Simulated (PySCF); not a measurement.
First SCF of a structure search on quintet MnI3, at a hand-made trigonal planar geometry. PySCF input:

```python
from pyscf import gto, scf, dft
mol = gto.M(atom='''
Mn     0.000000     0.000000     0.000000
I      2.520000     0.000000     0.000000
I     -1.260000     2.182400     0.000000
I     -1.260000    -2.182400     0.000000''',
    basis={'Mn': 'def2-SVP', 'I': 'def2-SVP'},
    ecp={'I': 'def2-SVP'},
    charge=0, spin=4)
mf = dft.UKS(mol, xc='PBE')
mf.grids.atom_grid = (50, 194)
aux = {'Mn': 'def2-universal-JKFIT', 'I': 'def2-universal-JKFIT'}
mf = mf.density_fit(auxbasis=aux)
mf.conv_tol = 1e-08
mf.diis_space = 10
mf.max_cycle = 60
mf.init_guess = 'huckel'
mf.verbose = 4
mf.kernel()
```

Excerpt of the output (cycles alone); where DIIS stalls, ADIIS, DIIS with a small level shift and a second-order solver take over in turn:

```
init E= -2042.32343082742
cycle= 1 E= -2023.13735211129  delta_E= 19.2  |g|= 5.21  |ddm|=  7.6
cycle= 2 E= -1940.88595524633  delta_E= 82.3  |g|= 4.93  |ddm|= 18.5
cycle= 3 E= -1996.66528495066  delta_E= -55.8  |g|= 6.39  |ddm|= 21.1
cycle= 4 E= -2005.98194014486  delta_E= -9.32  |g|= 6.31  |ddm|= 2.66
cycle= 5 E= -2011.96069506767  delta_E= -5.98  |g|= 5.86  |ddm|= 1.66
cycle= 6 E= -2012.55545341446  delta_E= -0.595  |g|= 5.88  |ddm|= 1.11
cycle= 7 E= -2012.46100629122  delta_E= 0.0944  |g|=  5.9  |ddm|= 0.102
cycle= 8 E= -2012.15387448608  delta_E= 0.307  |g|= 5.91  |ddm|= 0.256
cycle= 9 E= -2012.10162912115  delta_E= 0.0522  |g|= 5.92  |ddm|= 0.0462
cycle= 10 E= -2013.91379080355  delta_E= -1.81  |g|= 5.79  |ddm|= 0.601
cycle= 11 E= -2013.90130395901  delta_E= 0.0125  |g|= 5.78  |ddm|= 0.0693
cycle= 12 E= -2013.02319414911  delta_E= 0.878  |g|= 5.89  |ddm|= 1.01
cycle= 13 E= -1937.19358541798  delta_E= 75.8  |g|= 4.99  |ddm|= 22.3
... 38 lines left out ...
cycle= 52 E= -2017.42395308883  delta_E= -0.176  |g|=  5.1  |ddm|= 0.294
cycle= 53 E= -2017.93017849816  delta_E= -0.506  |g|= 5.17  |ddm|= 1.13
cycle= 54 E= -2017.39330359827  delta_E= 0.537  |g|= 5.12  |ddm|= 0.795
cycle= 55 E= -2018.79409232731  delta_E= -1.4  |g|= 5.06  |ddm|= 1.54
cycle= 56 E= -2020.14612291745  delta_E= -1.35  |g|= 5.08  |ddm|= 0.659
cycle= 57 E= -1910.784466644  delta_E=  109  |g|= 5.09  |ddm|= 34.1
cycle= 58 E= -2020.52686691924  delta_E= -110  |g|= 4.98  |ddm|=   34
cycle= 59 E= -2020.31711090513  delta_E= 0.21  |g|=    5  |ddm|= 0.298
cycle= 60 E= -2015.13655521435  delta_E= 5.18  |g|= 5.26  |ddm|= 2.44
SCF not converged.
init E= -2042.32343082742
cycle= 1 E= -2023.13735211129  delta_E= 19.2  |g|= 5.21  |ddm|=  7.6
cycle= 2 E= -1940.88595524632  delta_E= 82.3  |g|= 4.93  |ddm|= 18.5
cycle= 3 E= -2032.34743156757  delta_E= -91.5  |g|= 3.18  |ddm|= 15.7
cycle= 4 E= -2039.73806629691  delta_E= -7.39  |g|= 3.05  |ddm|= 12.1
cycle= 5 E= -2040.81738619019  delta_E= -1.08  |g|= 1.73  |ddm|= 3.53
cycle= 6 E= -2042.36708378487  delta_E= -1.55  |g|= 1.55  |ddm|= 2.97
cycle= 7 E= -2043.00626337339  delta_E= -0.639  |g|= 1.27  |ddm|=  2.4
cycle= 8 E= -2043.76799852922  delta_E= -0.762  |g|= 0.23  |ddm|= 1.54
cycle= 9 E= -2043.63623744277  delta_E= 0.132  |g|= 0.515  |ddm|= 1.23
cycle= 10 E= -2043.71238714156  delta_E= -0.0761  |g|= 0.425  |ddm|= 0.686
cycle= 11 E= -2043.79119511832  delta_E= -0.0788  |g|= 0.261  |ddm|= 0.643
cycle= 12 E= -2043.78268461621  delta_E= 0.00851  |g|= 0.287  |ddm|= 0.557
cycle= 13 E= -2043.82042721668  delta_E= -0.0377  |g|= 0.0934  |ddm|= 0.493
cycle= 14 E= -2043.82103394862  delta_E= -0.000607  |g|= 0.0808  |ddm|= 0.392
cycle= 15 E= -2043.82384660866  delta_E= -0.00281  |g|= 0.0866  |ddm|= 0.252
cycle= 16 E= -2043.82632631415  delta_E= -0.00248  |g|= 0.0532  |ddm|= 0.147
cycle= 17 E= -2043.82745265541  delta_E= -0.00113  |g|= 0.0186  |ddm|= 0.112
cycle= 18 E= -2043.82633722457  delta_E= 0.00112  |g|= 0.046  |ddm|= 0.129
cycle= 19 E= -2043.82779005175  delta_E= -0.00145  |g|= 0.00831  |ddm|= 0.0567
cycle= 20 E= -2043.82779960539  delta_E= -9.55e-06  |g|= 0.0101  |ddm|= 0.042
SCF not converged.
init E= -2043.82779960539
cycle= 1 E= -2043.82718329986  delta_E= 0.000616  |g|= 0.0377  |ddm|= 0.0454
cycle= 2 E= -2043.81542015889  delta_E= 0.0118  |g|= 0.166  |ddm|= 0.155
cycle= 3 E= -2043.82595062837  delta_E= -0.0105  |g|= 0.0586  |ddm|= 0.079
cycle= 4 E= -2043.82763938084  delta_E= -0.00169  |g|= 0.0187  |ddm|= 0.0349
cycle= 5 E= -2043.82784547322  delta_E= -0.000206  |g|= 0.00621  |ddm|= 0.015
cycle= 6 E= -2043.82787314705  delta_E= -2.77e-05  |g|= 0.00139  |ddm|= 0.00721
cycle= 7 E= -2043.82787498833  delta_E= -1.84e-06  |g|= 0.00102  |ddm|= 0.0032
cycle= 8 E= -2043.82787575122  delta_E= -7.63e-07  |g|= 0.000277  |ddm|= 0.00173
cycle= 9 E= -2043.82787590427  delta_E= -1.53e-07  |g|= 8.75e-05  |ddm|= 0.000877
cycle= 10 E= -2043.82787596532  delta_E= -6.1e-08  |g|= 9.83e-05  |ddm|= 0.00062
cycle= 11 E= -2043.82787599639  delta_E= -3.11e-08  |g|= 8.2e-05  |ddm|= 0.000467
cycle= 12 E= -2043.82787601312  delta_E= -1.67e-08  |g|= 6.43e-05  |ddm|= 0.000309
cycle= 13 E= -2043.82787602226  delta_E= -9.14e-09  |g|= 5.95e-05  |ddm|= 0.000227
Extra cycle  E= -2043.82787584028  delta_E= 1.82e-07  |g|= 0.000411  |ddm|= 0.00172
SCF not converged.
macro= 0  E= -2043.82787603741  delta_E= -1.97123e-07  |g|= 0.000411299  1 KF 4 JK
macro= 1  E= -2043.8278760374  delta_E= 5.45697e-12  |g|= 3.46029e-05  1 KF 2 JK
macro X = 2  E=-2043.8278760374  |g|= 3.46029e-05  total 3 KF 9 JK
converged SCF energy = -2043.8278760374  <S^2> = 6.2480207  2S+1 = 5.0982431
```

No lower solution of this spin was found by a stability analysis within the unrestricted form.

Other spin states or occupations of the open shell can lie lower. Spin–orbit coupling, left out here, can matter for elements this heavy.

The search for the lowest solution, with the stability check, took 44 s on 2 threads of a shared Arm Neoverse V1 host, with 109 basis functions; the process peaked at 0.34 GiB.
